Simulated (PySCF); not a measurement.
A structure optimised at PBE-D3(BJ)/def2-TZVP, used in a PySCF frequency run:

```xyz
5

C      0.0000     0.0000    -1.1940
C      0.0000     0.0000     0.1840
N      0.0000     0.0000     1.3635
H      0.0000    -0.9408    -1.7422
H      0.0000     0.9408    -1.7422
```
Charge 0, spin multiplicity 2.

Write its SMILES, formula and point group.

[CH2]C#N, C2H2N, C2v

What are its rotational constants (standard atomic weights)?

283.22, 10.232, 9.8749 GHz
